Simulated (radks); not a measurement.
Values are calculated unless marked as measured or tabulated.
In II, configuration [Kr] 4d9.5 5s2 5p0.5 (fractional occupations, a model configuration). Level of theory: Dirac Kohn-Sham, PBEsol, spin-unpolarised, spherical densities, finite nucleus; open shells fill j = l - 1/2 first; Fermi nuclear charge, rms radius 4.6156 fm (a radial shooting solver on a logarithmic mesh with Libxc functionals).

Radial electron density D(r) = 4 pi r^2 rho(r):

| r (bohr) | D(r) (e/bohr) |
|---|---|
| 0.005127 | 20.66 |
| 0.006838 | 29.93 |
| 0.009194 | 41.37 |
| 0.01226 | 52.68 |
| 0.01649 | 61.34 |
| 0.02199 | 63.69 |
| 0.02956 | 59.57 |
| 0.03943 | 55.04 |
| 0.05301 | 59.32 |
| 0.07071 | 72.78 |
| 0.09506 | 80.09 |
| 0.1268 | 68.39 |
| 0.1705 | 55.09 |
| 0.2274 | 61.32 |
| 0.3057 | 62.92 |
| 0.4077 | 38.89 |
| 0.5481 | 19.91 |
| 0.7311 | 21.26 |
| 0.9829 | 19.02 |
| 1.311 | 10.16 |
| 1.763 | 4.186 |
| 2.351 | 1.890 |
| 3.161 | 0.7435 |
| 4.216 | 0.1905 |
| 5.668 | 0.02491 |
| 7.559 | 0.001600 |

D(r) has 4 maxima, at r = 0.0210, 0.0921, 0.271, 0.805 bohr, and minima at 0.0414, 0.177, 0.594 bohr, inside which lie 2.04, 11.17, 29.00 electrons.
